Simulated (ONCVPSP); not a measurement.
**hydrogen: from the effect back to the setting (ONCV)**

Base potential:

H (Z = 1), optimised norm-conserving Vanderbilt (ONCV), made with ONCVPSP 4.0.1 (PW91, scalar-relativistic). Core none, reference 1s1. Waves: 1s: rc 1.20 bohr, ncon 4, nbas 7, qcut 4.3 1/bohr, 2 projectors, debl 0.5 Ha; p scattering state at 0.1 Ha: rc 1.10 bohr, ncon 5, nbas 8, qcut 8 1/bohr, 2 projectors, debl 3.4 Ha. Local part: polynomial inside 0.75 bohr (lpopt 4, dvloc0 6 Ha). Core correction: none.

Cutoffs, loose and tight: the cutoffs (Ha) at which the residual kinetic energy of the hardest occupied pseudo-wave falls to 1 and 0.1 mHa per electron. They do not see the model core or the augmentation charge, which bear on the density cutoff. Test errors are all-electron minus pseudo excitation energies from the reference, over the configurations 1s0.5; variants that change the core or the reference have their own tests.

Only the scale of all radii (base = 1) is moved:

```
scale of all radii (base = 1)  cutoff, loose  cutoff, tight  bound ghosts
                         0.79          40 Ha         119 Ha          none
                         0.87          34 Ha          98 Ha          none
                         0.97          26 Ha          78 Ha          none
                         1.07          15 Ha          64 Ha          none
                          1.2          11 Ha          48 Ha          none
                          1.3         9.3 Ha          40 Ha          none
```

Question: One more run gave cutoff, loose: 12 Ha; cutoff, tight: 54 Ha; bound ghosts: none. Which value of the scale of all radii (base = 1) was used?

Answer: 1.15. The loose cutoff moves one way along this sweep, from 40 Ha at 0.79 to 9.3 Ha at 1.3, which places the run between 1.07 and 1.2.
